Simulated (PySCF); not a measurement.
# Shapes and spin states of MnH3

These are results of PySCF, PBE0, basis Mn def2-TZVP, H def2-TZVP (no relativity, density fitting), not measurements.

Relaxations began from a few typed shapes and spin states; open shells are unrestricted. The search is not exhaustive: other isomers or separated fragments can lie lower, and high-lying points may rest on an excited occupation.

```
                                                 spin  group                                                  bonds                                                                 angles  imaginary modes (cm⁻¹)  ΔE (kJ/mol)  ΔE with ZPE (kJ/mol)
                                  quintet (⟨S²⟩ 6.21)    C2v           H–H 0.956 Å, Mn–H 1.663 Å, Mn–H 1.684 Å (×2)                    H–H–Mn 73.5° (×2), H–Mn–H 33.0°, H–Mn–H 163.5° (×2)                    none          0.0                   0.0
                                  quintet (⟨S²⟩ 6.20)    C2v                        Mn–H 1.578 Å, Mn–H 1.662 Å (×2)                                       H–Mn–H 91.4° (×2), H–Mn–H 177.1°                    331i         30.7                     –
                   broken-symmetry Ms = 1 (⟨S²⟩ 3.04)    C2v           H–H 0.879 Å, Mn–H 1.646 Å, Mn–H 1.694 Å (×2)                    H–H–Mn 75.0° (×2), H–Mn–H 30.1°, H–Mn–H 165.0° (×2)                    none        160.3                 163.4
                   broken-symmetry Ms = 1 (⟨S²⟩ 2.87)     Cs                        Mn–H 1.549 Å, Mn–H 1.591 Å (×2)                                       H–Mn–H 97.2° (×2), H–Mn–H 126.8°                    171i        188.2                     –
                   broken-symmetry Ms = 0 (⟨S²⟩ 1.81)     Cs                        Mn–H 1.519 Å, Mn–H 1.589 Å (×2)                                       H–Mn–H 94.6° (×2), H–Mn–H 131.3°                    123i        245.6                     –
singlet (closed shell, unstable to spin polarisation)    C3v                                      Mn–H 1.538 Å (×3)                                                     H–Mn–H 113.3° (×3)                    none        322.1                 328.5
singlet (closed shell, unstable to spin polarisation)     Cs  H–H 0.954 Å, Mn–H 1.539 Å, Mn–H 1.572 Å, Mn–H 1.594 Å  H–H–Mn 69.2°, H–H–Mn 75.4°, H–Mn–H 35.4°, H–Mn–H 72.3°, H–Mn–H 107.7°                    none        331.7                 337.8
singlet (closed shell, unstable to spin polarisation)    C2v                        Mn–H 1.473 Å, Mn–H 1.546 Å (×2)                                       H–Mn–H 54.5° (×2), H–Mn–H 108.9°                    494i        336.6                     –
```

The lowest minimum found is the quintet (⟨S²⟩ 6.21) C2v: H–H 0.956 Å, Mn–H 1.663 Å, Mn–H 1.684 Å (×2); H–H–Mn 73.5° (×2), H–Mn–H 33.0°, H–Mn–H 163.5° (×2).

For the lowest minimum: the determinant is spin-contaminated (⟨S²⟩ = 6.21, pure value 6.00). With open d or f shells other occupations or spin states may lie lower.
